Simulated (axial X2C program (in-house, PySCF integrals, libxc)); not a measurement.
**Spin–orbit effects along a row: molecules with Ge, HF**

Calculated with an in-house relativistic program for diatomic molecules, spin-free (one-electron X2C) or two-component (2c: spin–orbit coupling with atomic mean-field Coulomb and Gaunt terms, which also bring small scalar terms), in Dyall basis sets with cores contracted in-house; open shells are unrestricted.

Basis sets: Ge dyall-cv3z, I dyall-cv3z, In dyall-cv3z, Nb dyall-cv3z, Rb dyall-cv3z, Sr dyall-cv3z, Te dyall-cv3z, Y dyall-cv3z.

| molecule | spin-free state | Re (Å) | ωe (cm⁻¹) | De (eV) | 2c state | Re 2c (Å) | ωe 2c (cm⁻¹) | De 2c (eV) |
| --- | --- | --- | --- | --- | --- | --- | --- | --- |
| RbGe | M_S = 3/2, Λ = 0 | 3.314 | 119.0 | 1.09 | Ω = 3/2 | 3.314 | 118.9 | n/a |
| SrGe | M_S = 1, Λ = 0 | 3.080 | 153.4 | 1.31 | Ω = 1 | 3.081 | 153.2 | n/a |
| YGe | M_S = 3/2, Λ = 0 | 2.825 | 195.9 | 1.75 | Ω = 3/2 | 2.827 | 194.8 | n/a |
| NbGe | M_S = 5/2, Λ = 0 | 2.621 | 205.8 | 0.53 | Ω = 5/2 | 2.621 | 205.5 | n/a |
| InGe | M_S = 3/2, Λ = 0 | 2.740 | 165.8 | 1.39 | Ω = 3/2 | 2.741 | 165.3 | n/a |
| GeTe | M_S = 0, Λ = 0 | 2.323 | 351.4 | 2.07 | Ω = 0 | 2.328 | 347.4 | n/a |
| GeI | M_S = 1/2, Λ = 1 | 2.567 | 231.7 | 1.76 | Ω = 1/2 | 2.568 | 231.4 | n/a |

Question: Work out the shifts from the spin-free to the two-component result.

Answer: 

```csv
molecule,2c state,ΔRe (Å),Δωe (cm⁻¹),ΔDe (eV)
RbGe,Ω = 3/2,0.000,-0.1,n/a
SrGe,Ω = 1,0.001,-0.2,n/a
YGe,Ω = 3/2,0.002,-1.1,n/a
NbGe,Ω = 5/2,0.000,-0.3,n/a
InGe,Ω = 3/2,0.001,-0.5,n/a
GeTe,Ω = 0,0.005,-4.0,n/a
GeI,Ω = 1/2,0.001,-0.3,n/a
```

Shifts of one unit in the last digit are rounding.

Each entry is the lowest single determinant of a limited PBE0 search at one distance. De goes to single-determinant-based atoms at the same level (for ions the charge split of lowest energy) and is withheld (n/a) where an atom does not fit its ground term or J level. Main or longest-lived isotopes. One determinant is a doubtful description, or other states lie close, for RbGe, SrGe, YGe, NbGe, InGe; these need not be ground states, and all values refer to the states named. Some open-shell Ω = 0 determinants are out of reach, so the Ω given for SrGe need not be the lowest component. With several unpaired electrons the Ω given is that of one determinant, not necessarily of the lowest component.
